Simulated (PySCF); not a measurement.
## Ionisation energy of I³⁵⁺ by level of theory

I³⁵⁺ [Ar] → I³⁶⁺ [Ne] 3s2 3p5 [3p1/2^2 3p3/2^3, M_J = 3/2], as a difference of total energies. Computed with PySCF 2.14 in an even-tempered Gaussian basis (19 s from 6.6 bohr⁻², ratio 2.4; 14 p from 8.6 bohr⁻², ratio 2.4; 5 d from 35 bohr⁻², ratio 2.6; 4 f from 52 bohr⁻², ratio 2.6), with the two-component X2C-1e Hamiltonian. Correlated levels: 1s2 frozen; the 56 highest virtual spinors dropped. "Screened" scales the spin-orbit matrix elements by Boettger's factors to mimic the two-electron term; Breit and QED terms are absent.

```csv
method,ionisation energy (eV)
GHF (spin-free),2454.4
GMP2 (spin-free),2455.2
GHF (screened spin-orbit),2431.7
GMP2 (screened spin-orbit),2432.6
```

Breit and QED terms and the two-electron picture change are absent.

The spin-free rows lack the spin-orbit shift.

For comparison: 2431 ± 5 eV (theoretical estimate listed by NIST; NIST Atomic Spectra Database, ionization energies).
